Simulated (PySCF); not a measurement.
Gas-phase reaction: GaNH2 + 4 H → GaH3 + NH3

Method: PySCF energies (xtb for GFN2) plus ideal-gas RRHO corrections (1 bar). 6-31G* has spherical d functions here. Open shells (unrestricted): H (multiplicity 2); the rest are closed-shell singlets. GFN2 has no spin-polarisation term. B3LYP is the form with VWN-RPA correlation. Ga: all electrons, no relativistic terms. GaNH2, GaH3: computed as isolated molecules; such fragments, hydroxides, amides, oligomers or adducts are transient or little studied in the gas. The harmonic model lacks anharmonicity and excited electronic states, which grow with temperature; levels with a mode under 35 cm⁻¹ are left out.

ΔH° and ΔS° at 298 K: B3LYP/6-31G* -851 kJ, -300 J/K; GFN2-xTB -956 kJ, -299 J/K; HF/6-31G* -673 kJ, -298 J/K.

With the heat capacities included, give log10 K (1 bar) at 500, 1000, 1200, 1600, 2000 K from B3LYP/6-31G*, GFN2-xTB, HF/6-31G*.


```json
[
 {"T (K)": "500", "B3LYP/6-31G*": "72.9", "GFN2-xTB": "84.0", "HF/6-31G*": "54.4"},
 {"T (K)": "1000", "B3LYP/6-31G*": "27.5", "GFN2-xTB": "33.2", "HF/6-31G*": "18.3"},
 {"T (K)": "1200", "B3LYP/6-31G*": "19.9", "GFN2-xTB": "24.6", "HF/6-31G*": "12.2"},
 {"T (K)": "1600", "B3LYP/6-31G*": "10.2", "GFN2-xTB": "13.9", "HF/6-31G*": "4.4"},
 {"T (K)": "2000", "B3LYP/6-31G*": "4.4", "GFN2-xTB": "7.4", "HF/6-31G*": "-0.2"}
]
```
